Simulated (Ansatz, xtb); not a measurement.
Two isomers of C4H4F2N2

Structure X: `Cn1cc(F)nc1F`, a singlet. Structure Y: `FC(F)c1ncc[nH]1`, a singlet. Both are isolated molecules in the gas phase, relaxed with PBE0-D3(BJ)/def2-SVP; the shapes shown needn't be the lowest conformers.

X (Å):

```xyz
12

C    -1.1757    1.4757    0.5995
C     0.6479    0.7442   -1.0047
C     0.5929    0.4231   -2.3348
C    -1.3646    0.9056   -1.8280
F     1.5968    0.0503   -3.0985
F    -2.6557    1.1364   -1.8453
N    -0.6678    1.0634   -0.6842
N    -0.6554    0.5235   -2.8442
H    -0.6936    2.4085    0.9275
H    -1.0022    0.6956    1.3554
H    -2.2550    1.6483    0.5120
H     1.4586    0.7760   -0.2838
```

Y (Å):

```yaml
atoms:
  - { symbol: C, position_ang: [-1.7891, 0.0101, 0.0930] }
  - { symbol: C, position_ang: [-0.9056, 0.9101, -0.6934] }
  - { symbol: C, position_ang: [-0.1485, 2.5510, -1.8206] }
  - { symbol: C, position_ang: [0.8848, 1.6458, -1.7258] }
  - { symbol: F, position_ang: [-1.9271, -1.1879, -0.5269] }
  - { symbol: F, position_ang: [-1.2478, -0.2492, 1.3090] }
  - { symbol: N, position_ang: [-1.2530, 2.0789, -1.1741] }
  - { symbol: N, position_ang: [0.3821, 0.6014, -1.0010] }
  - { symbol: H, position_ang: [-2.7788, 0.4749, 0.2212] }
  - { symbol: H, position_ang: [-0.1448, 3.5168, -2.3234] }
  - { symbol: H, position_ang: [1.9046, 1.6571, -2.1018] }
  - { symbol: H, position_ang: [0.8702, -0.2451, -0.7378] }
```

**Question.** Estimate which is lower in electronic energy at CCSD(T)/def2-SVP + ΔMP2/def2-TZVPP, and by roughly how much.

**Answer.** The CCSD(T)/def2-SVP + ΔMP2/def2-TZVPP calculation puts structure Y lower, by 55.8 kJ/mol.

How the difference moves with the method:

```json
{"level": "GFN2-xTB", "geometry": "GFN2-xTB", "E(Y) − E(X) (kJ/mol)": "+19.6", "departure from the last row (kJ/mol)": "+75.4", "job, with rough time for the two": "optimisation, 0.11 s"}
{"level": "HF/STO-3G", "geometry": "GFN2-xTB", "E(Y) − E(X) (kJ/mol)": "+22.6", "departure from the last row (kJ/mol)": "+78.3", "job, with rough time for the two": "single point, 0.32 s"}
{"level": "r2SCAN-D4/def2-SVP", "geometry": "GFN2-xTB", "E(Y) − E(X) (kJ/mol)": "−37.8", "departure from the last row (kJ/mol)": "+18.0", "job, with rough time for the two": "single point, 3.6 s"}
{"level": "PBE0-D3(BJ)/def2-SVP", "geometry": "PBE0-D3(BJ)/def2-SVP", "E(Y) − E(X) (kJ/mol)": "−33.8", "departure from the last row (kJ/mol)": "+22.0", "job, with rough time for the two": "optimisation, 60 s"}
{"level": "HF/def2-SVP", "geometry": "PBE0-D3(BJ)/def2-SVP", "E(Y) − E(X) (kJ/mol)": "−44.5", "departure from the last row (kJ/mol)": "+11.3", "job, with rough time for the two": "part of the CCSD(T) run"}
{"level": "MP2/def2-SVP", "geometry": "PBE0-D3(BJ)/def2-SVP", "E(Y) − E(X) (kJ/mol)": "−49.0", "departure from the last row (kJ/mol)": "+6.8", "job, with rough time for the two": "part of the CCSD(T) run"}
{"level": "CCSD(T)/def2-SVP", "geometry": "PBE0-D3(BJ)/def2-SVP", "E(Y) − E(X) (kJ/mol)": "−45.2", "departure from the last row (kJ/mol)": "+10.6", "job, with rough time for the two": "single point"}
{"level": "CCSD(T)/def2-SVP + ΔMP2/def2-TZVPP", "geometry": "PBE0-D3(BJ)/def2-SVP", "E(Y) − E(X) (kJ/mol)": "−55.8", "departure from the last row (kJ/mol)": "", "job, with rough time for the two": "single point, 62 s"}
```

As drawn, Y has 1 C–C, 1 N–H in place of 1 C–N, 1 C–H.

GFN2-xTB, HF/STO-3G put the two in the other order. The largest departure from CCSD(T)/def2-SVP + ΔMP2/def2-TZVPP is that of HF/STO-3G, 78.3 kJ/mol. The last row adds to CCSD(T) the change of the MP2 difference between the two basis sets, here −10.6 kJ/mol.

With thermal terms from frequencies at re-optimised GFN2-xTB minima (ideal gas, soft modes damped towards free rotors, one conformer each, 298.15 K, 1 atm): the zero-point term adds +0.6 kJ/mol; ΔH is −56.1 and ΔG −54.9 kJ/mol.

The correlated steps freeze 8 core orbitals. Programs: Ansatz 0.2.0, xtb 6.7.1; the last row on 4 threads of Arm Neoverse V1 on a shared host.
